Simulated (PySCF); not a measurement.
Exercise with solution: oscillator strength and radiative lifetime

NbO2Br, SMILES [O]=[Nb]([Br])=[O], multiplicity 1.

Geometry optimised at B3LYP-D3(BJ)/def2-SVP. The multiplicity is an assumed one; other spin states were not compared. The def2 effective core potentials stand for the cores of Nb; spin–orbit coupling is left out.

TDA-B3LYP/def2-SVPD (PySCF) puts the first singlet state with f over 0.02 at 4.67 eV (vertical), with the transition dipole (0.472, -0.206, 0.000) in atomic units.

Find the oscillator strength, the wavelength and the radiative lifetime that this transition would have in vacuum if emission retraced absorption.


|μ|² = 0.2652 au, so |μ| = 1.31 D. ΔE = 4.67/27.211 = 0.1716 hartree. f = (2/3) ΔE |μ|² = 0.030 (the program prints 0.030).
λ = 1239.84/4.67 = 265 nm; ν = 37666 cm⁻¹.
Einstein's coefficient A = 0.6670 ν² f s⁻¹ (ν in cm⁻¹) = 2.9e7 s⁻¹, so τ = 1/A = 35 ns. This state is S8; the lower singlets have f = 0.000, 0.004, 0.015, 0.001, 0.001, 0.003, 0.002. The figure is the radiative limit of this one transition; relaxation, internal conversion, crossing to triplets and a medium change what is measured.
